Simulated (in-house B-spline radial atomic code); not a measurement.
# The nickel ion Ni⁺: [Ar] 3d9

Level of theory: non-relativistic Hartree-Fock, spin-polarised, averaged over the determinants with the given up and down occupations, point nucleus; calculated with a B-spline radial code for spherical atoms.

Screening seen three ways: the hydrogenic charge with the same mean radius, Z_r = [3n² - l(l+1)]/(2<r>), the one with the same energy, Z_e = n√(-2ε), and Slater's rules. Values are occupation-weighted means over spin.

```json
{"shell": "1s", "electrons": "2", "ε (eV)": "-8318.6", "<r> (bohr)": "0.05481", "Z_r": "27.37", "Z_e": "24.73", "Slater": "27.70"}
{"shell": "2s", "electrons": "2", "ε (eV)": "-1033.3", "<r> (bohr)": "0.247", "Z_r": "24.29", "Z_e": "17.43", "Slater": "23.85"}
{"shell": "2p", "electrons": "6", "ε (eV)": "-898.06", "<r> (bohr)": "0.2163", "Z_r": "23.12", "Z_e": "16.25", "Slater": "23.85"}
{"shell": "3s", "electrons": "2", "ε (eV)": "-134.99", "<r> (bohr)": "0.7543", "Z_r": "17.90", "Z_e": "9.45", "Slater": "16.75"}
{"shell": "3p", "electrons": "6", "ε (eV)": "-91.713", "<r> (bohr)": "0.7927", "Z_r": "15.77", "Z_e": "7.79", "Slater": "16.75"}
{"shell": "3d", "electrons": "9", "ε (eV)": "-20.955", "<r> (bohr)": "1.033", "Z_r": "10.16", "Z_e": "3.72", "Slater": "7.20"}
```

The least bound orbital is 3d down at -20.02 eV, and it is also the most diffuse (<r> = 1.05 bohr).
